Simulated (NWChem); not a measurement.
# C₃H₆OSi; SMILES O=C1[SiH2]CC1

```xyz
11

O      0.4343    -2.0864     0.0500
C      0.1133    -0.9274    -0.0209
C     -1.3136    -0.3176    -0.0959
C     -0.9832     1.1984     0.0959
Si     0.9023     0.8751    -0.0260
H     -1.7441    -0.5337    -1.0833
H     -1.9871    -0.7500     0.6546
H     -1.2942     1.5687     1.0775
H     -1.4235     1.8484    -0.6641
H      1.7720     1.3005     1.1077
H      1.5552     1.2851    -1.3022
```
Atoms are numbered in this order, from 1.

Geometry: optimised at B3LYP/6-31G* (spherical d).

 Unshifted, non-relativistic core excitations; the lowest 4 roots alone, so stronger bands may lie above.

### Question
List the first O K-edge excitations from BHandHLYP/6-311G** (spherical d), restricted-window TDA (NWChem).

### Answer
| state | energy (eV) | dipole oscillator strength | leading excitation (squared amplitude) |
|---|---|---|---|
| S1 | 528.1 | 0.0508 | 1s of atom 1 or its equivalents → LUMO (0.87) |
| S2 | 533.8 | 0.0021 | 1s of atom 1 or its equivalents → LUMO+1 (0.93) |
| S3 | 535.0 | 0.0023 | 1s of atom 1 or its equivalents → LUMO+2 (0.92) |
| S4 | 535.9 | 0.0037 | 1s of atom 1 or its equivalents → LUMO+3 (0.78) |
